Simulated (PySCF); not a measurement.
CH10N2OSi3.
SMILES: `N[SiH2][SiH2][SiH2]C(N)=O`

Theory: PySCF, TDDFT CAM-B3LYP/def2-SVPD, vertical, gas phase, core orbitals frozen in the response. One conformer (not necessarily the lowest) at the GFN2-xTB geometry, without solvent, vibrations or thermal averaging.

```tsv
state	E (eV)	E (hartree)	f	|μ| (D)	main configurations (H = HOMO, L = LUMO)
S1	4.92	0.1809	0.0030	0.40	H-1→L+1 (56%), H-1→L (24%)
S2	5.58	0.2051	0.0053	0.50	H→L (84%), H→L+4 (8%)
S3	6.25	0.2297	0.0009	0.19	H-1→L (66%), H-1→L+1 (28%)
S4	6.46	0.2374	0.0085	0.59	H→L+1 (52%), H→L+3 (19%), H→L+4 (9%)
S5	6.72	0.2471	0.241	3.07	H-2→L (72%)
S6	6.79	0.2495	0.012	0.67	H→L+2 (23%), H→L+3 (22%), H→L+1 (18%)
S7	6.86	0.2522	0.010	0.63	H→L+2 (17%), H→L+4 (13%), H-3→L+1 (13%)
S8	6.91	0.2538	0.058	1.49	H→L+3 (22%), H-1→L+3 (13%), H→L+2 (11%)
```

Triplets, Tamm–Dancoff:

```tsv
state	E (eV)	λ (nm)	main configurations (H = HOMO, L = LUMO)
T1	4.34	285.6	H-1→L+1 (57%), H-1→L (22%)
T2	5.17	239.7	H-3→L+1 (54%), H-3→L (19%), H-3→L+3 (8%)
T3	5.32	233.2	H→L (72%), H→L+4 (10%)
```

The lowest singlet comes at 252 nm (475 kJ/mol) in the ultraviolet; it is very weak; its leading configuration is HOMO-1→LUMO+1 (56%). The strongest level in the table is S5 at 6.72 eV (184 nm, f = 0.241). Löwdin shares by element: HOMO nitrogen 58% or more, silicon 15% or more, hydrogen 15% or more; LUMO silicon 55%, hydrogen 9% or more (atoms not listed hold the other 36%). The listed states span 1.98 eV. Orbital energies (eV): HOMO-3 -9.72, HOMO-2 -9.55, HOMO-1 -8.73, HOMO -8.39, LUMO 0.19, LUMO+1 0.66, LUMO+2 1.11. The oscillator strengths of these states sum to 0.339; summed over the whole spectrum of an exact calculation they would give the number of electrons, 80 (Thomas–Reiche–Kuhn). Only the lowest 8 singlets were computed, as vertical energies without vibronic structure.
